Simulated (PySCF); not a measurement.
Ge(H)(Br)2(Me) (CH4Br2Ge), SMILES [CH3][GeH]([Br])[Br]. Atoms are numbered in the order given.

```xyz
8

Ge    -0.4085     0.6394     0.0000
C      0.6707     2.2651     0.0000
Br     0.1196    -0.6086     1.8952
Br     0.1196    -0.6086    -1.8952
H     -1.9438     0.8439     0.0000
H      0.4405     2.8573     0.9068
H      0.4405     2.8573    -0.9068
H      1.7414     1.9883     0.0000
```

The structure is a stationary point at PBE-D3(BJ)/def2-SVP.

All values below come from PBE-D3(BJ)/def2-SVP in PySCF.

Frequencies are harmonic and unscaled.

Computed vibrational spectrum:
| mode | ν (cm⁻¹) | IR (km/mol) | moving atoms (share of kinetic energy) |
|---|---|---|---|
| 1 | 92 | 1.0 | Br 76 %, Ge 19 % |
| 2 | 119 | 0.0 | H 99 % |
| 3 | 140 | 0.2 | C 52 %, H 30 %, Br 15 % |
| 4 | 152 | 1.8 | Ge 34 %, C 31 %, H 20 %, Br 15 % |
| 5 | 278 | 15.3 | Br 55 %, Ge 42 % |
| 6 | 307 | 52.5 | Ge 58 %, Br 41 % |
| 7 | 593 | 12.6 | C 63 %, H 22 %, Ge 15 % |
| 8 | 616 | 41.5 | H 93 % |
| 9 | 662 | 42.9 | H 98 % |
| 10 | 785 | 74.2 | H 80 %, C 18 % |
| 11 | 824 | 60.0 | H 82 %, C 17 % |
| 12 | 1199 | 3.8 | H 81 %, C 19 % |
| 13 | 1370 | 5.2 | H 96 % |
| 14 | 1376 | 2.9 | H 96 % |
| 15 | 2088 | 85.3 | H 99 % |
| 16 | 2990 | 0.2 | H 98 % |
| 17 | 3105 | 0.0 | H 90 %, C 10 % |
| 18 | 3114 | 0.1 | H 90 %, C 10 % |
